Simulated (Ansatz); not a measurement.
Calculated with Ansatz (gas phase, PBE0-D4/def2-TZVP geometries, no zero-point term in ΔE). CBS: MP2 limit from def2 TZ/QZ plus the TZ coupled-cluster correction, frozen cores. Functionals use def2-TZVPP. For Ga, Zn outer-core shells are correlated without core-valence functions, which leaves a few kJ/mol of doubt a bond. Scalar relativity is left out up to krypton. Each species was taken in one conformer, which may not be the lowest.

`O[SiH2][CH2][ZnH]` + `[OH][GaH][Cl]` → `O[SiH2][GaH][OH]` + `Cl[CH2][ZnH]`  (redistribution)

| level | ΔE (kJ/mol) |
| --- | --- |
| PBE-D4 | 192.5 |
| r2SCAN-D4 | 214.5 |
| HF/def2-QZVPP | 235.1 |
| MP2/def2-QZVPP | 227.0 |

Q: What does CCSD(T)/CBS give? (Estimate.)

A: Computed: +214.3 kJ/mol. The listed levels differ from it by -21.8, 0.2, 20.8, 12.7 kJ/mol.

Largest T1 diagnostic among the species: 0.014.

From PBE to PBE0 (25 % exact exchange), in def2-TZVPP and without D4, ΔE moves by +14.4 kJ/mol. In def2-TZVPP, CCSD(T) changes the Hartree–Fock value by −15.8 kJ/mol (the triples alone add −1.9 kJ/mol) and MP2 by −5.2 kJ/mol.
